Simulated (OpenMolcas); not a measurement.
**What dynamic correlation does to the levels of Ne⁵⁺**

```yaml
Program: OpenMolcas
Basis: ANO-RCC-VQZP [5s4p3d2f1g]
Scalar_Hamiltonian: DKH2, point nucleus
Active_space: 3 electrons in 9 orbitals (RAS2 2s 2p; RAS3 3d, at most 2 electrons)
State_averaging: 2S+1 = 4 odd, 1 root; 2S+1 = 2 odd, 11 roots (3 in the spin-orbit step); 2S+1 = 4 even, 3 roots; 2S+1 = 2 even, 9 roots
Spin-orbit_coupling: RASSI with atomic mean-field integrals over the reference wave functions, term energies averaged over their components
```

Methods on the same reference wave functions:
A. RASSCF
B. SS-RASPT2, IPEA 0.25 Eh, imaginary shift 0.1 Eh (closed shells correlated: 1s)

Energies in cm-1 above 2s2 2p 2P* 1/2, the measured ground level; measured values from NIST levels in Podobedova, Fuhr, Reader and Wiese, J. Phys. Chem. Ref. Data 33, 525 (2004).

```json
{"Level": "2s2 2p 2P* 1/2", "A": "0.0", "B": "0.0", "Measured": "0.0"}
{"Level": "2s2 2p 2P* 3/2", "A": "1204", "B": "1204", "Measured": "1310"}
{"Level": "2s 2p2 4P 1/2", "A": "98192", "B": "99811", "Measured": ""}
{"Level": "2s 2p2 4P 3/2", "A": "98623", "B": "100242", "Measured": ""}
{"Level": "2s 2p2 4P 5/2", "A": "99328", "B": "100947", "Measured": ""}
{"Level": "2s 2p2 2D 3/2", "A": "181581", "B": "179450", "Measured": "179021"}
{"Level": "2s 2p2 2D 5/2", "A": "181591", "B": "179460", "Measured": "178992"}
{"Level": "2s 2p2 2S 1/2", "A": "236903", "B": "231621", "Measured": "230853"}
{"Level": "2s 2p2 2P 1/2", "A": "253426", "B": "250096", "Measured": "249292"}
{"Level": "2s 2p2 2P 3/2", "A": "254249", "B": "250921", "Measured": "250112"}
```

Deviations, from unrounded energies. A percentage is the sum of absolute deviations over the sum of measured energies, with the sign that they share, or ± where signs differ.

```tsv
Against measurement	Levels	A	B
mean absolute deviation (cm-1)	6	3300	560
fine structure of the ground term (%)	1	-8.1	-8.1
other configurations (%)	5	+1.8	+0.3
```

B lies closest to measurement on these levels. The largest miss of B in the table is 2s 2p2 2P 3/2, by +810 cm-1. The ranking rests on the paired levels alone, and a cruder setting can come out closer through cancelling errors.

The lowest spin-free term lies below A's lowest term by 0.032 hartree in B.

Active for correlation alone: 3d; no level in the range computed is led by a configuration that fills it, so any true level of that kind is missing. Computed and measured levels are paired by configuration, term and J; levels that our copy of the source lacks, or whose pairing is in doubt (as where it misses far off the trend of its configuration), stay unpaired and out of the deviations. Only configurations of the active space appear. The table leaves out levels that lie high or whose names do not pair safely across all columns.

* marks odd parity.
